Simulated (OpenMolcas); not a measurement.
W3+ among 6 point charges of -1 e arranged as an octahedron (Oh), 2.3 Å from the ion.
```
   2.3000    0.0000    0.0000  -1.00
   0.0000    2.3000    0.0000  -1.00
  -2.3000    0.0000    0.0000  -1.00
   0.0000   -2.3000    0.0000  -1.00
   0.0000    0.0000    2.3000  -1.00
   0.0000    0.0000   -2.3000  -1.00
```

```
Program             : OpenMolcas 26.06
Method              : CASSCF
Basis               : ANO-RCC-VDZP [7s6p4d2f1g]
Scalar Hamiltonian  : DKH2, point nucleus
Active space        : 3 electrons in 5 orbitals (5d)
State averaging     : 2S+1 = 4 even, 10 roots; 2S+1 = 2 even, 40 roots
Spin-orbit coupling : state interaction with AMFI integrals over the reference wave functions
```

(1) What is the spin-free ground state (labels of O, the rotations of Oh)?

(2) Where is the first state of the same spin?

(3) What are the lowest two levels with spin-orbit coupling?

(4) What is χT at 300 K, and how does it compare with the textbook value?

(5) Which ligand-field parameters describe the states?

Answers

(1) 4A2, 1-fold in its orbital part, 100 % from free-ion F terms; it has the highest spin that d3 allows.

(2) 4T2 at 5400 cm-1 above the ground state.

(3) A 4-fold level Γ8, then a 4-fold level Γ8 5330 cm-1 above it. Their leading multiplicities are 4 (92 %) and 4 (91 %).

(4) The lowest level has 2S+1 = 4, for which the spin-only value is χT = S(S+1) / 2 = 1.875 cm3 K/mol (g = 2). The computed 0.249 at 300 K differs by -1.626, through orbital momentum, spin-orbit coupling and any other state in reach.

(5) A least-squares ligand-field fit to the states below 45000 cm-1, each weighted by its degeneracy and with a free common offset, gives 10Dq = 5645 cm-1, B = 732 cm-1 and C = 2974 cm-1 (C/B = 4.07), with an rms deviation of 88 cm-1. 

Spin-orbit coupling mixes the spin-free states strongly: the lowest level takes only 58 % from its leading state, 4A2. Without dynamic correlation the repulsion within the d shell is too large (B by tens of per cent), so at a given field states of lower spin stand too high. This field is weak: 10Dq is about 5645 cm-1, while octahedral complexes of 5d ions of charge 3 and more, computed by the same method with explicit ligands, had a median near 35000 cm-1. Ground spin and moment need not be those of a real site. Point charges carry no covalency, so the field is a model and not that of real ligands. No measured value stands beside these numbers.
